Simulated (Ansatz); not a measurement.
`C[Si](N)(O)O[SiH3]`, relaxed with RKS PBE0-D4/def2-TZVP in Ansatz 0.2.0 from a GFN2-xTB geometry. The force threshold is 0.005 eV/Å; the program also tests the step.

Total charge 0; spin multiplicity 1.

Start:

```xyz
15

C    -1.080   -0.866    1.479
Si   -0.494   -0.505   -0.286
N     0.733   -1.524   -0.958
O    -1.823   -0.604   -1.213
O     0.121    1.001   -0.361
Si    1.211    2.166   -0.135
H    -1.541   -1.847    1.544
H    -1.815   -0.138    1.804
H    -0.254   -0.837    2.182
H     1.676   -1.409   -0.625
H     0.528   -2.504   -1.062
H    -1.764   -0.386   -2.139
H     0.464    3.300    0.405
H     2.234    1.702    0.807
H     1.802    2.451   -1.443
```

(1) By how much does the energy fall, and how many steps does the optimiser take? (Best estimate.)

(2) Which bonds change most? (Best estimate.)

(3) Give the relaxed structure. (Estimate.)

Results:

(1) The calculation gave: 12.39 kJ/mol, in 39 steps, 5 of them rejected.

(2) The calculation gave: C1–Si2 from 1.894 to 1.848 Å; Si6–H15 from 1.463 to 1.488 Å; O5–Si6 from 1.611 to 1.633 Å; Si6–H13 from 1.461 to 1.484 Å.

(3) Ansatz gave: 
```xyz
15

C    -1.360   -1.026    1.457
Si   -0.450   -0.443   -0.043
N     0.826   -1.419   -0.642
O    -1.580   -0.322   -1.227
O     0.243    0.994    0.331
Si    1.235    2.117   -0.318
H    -1.818   -2.001    1.281
H    -2.152   -0.322    1.723
H    -0.682   -1.114    2.309
H     1.727   -1.406   -0.192
H     0.633   -2.328   -1.032
H    -1.252   -0.144   -2.110
H     1.063    3.387    0.429
H     2.653    1.680   -0.213
H     0.913    2.346   -1.753
```
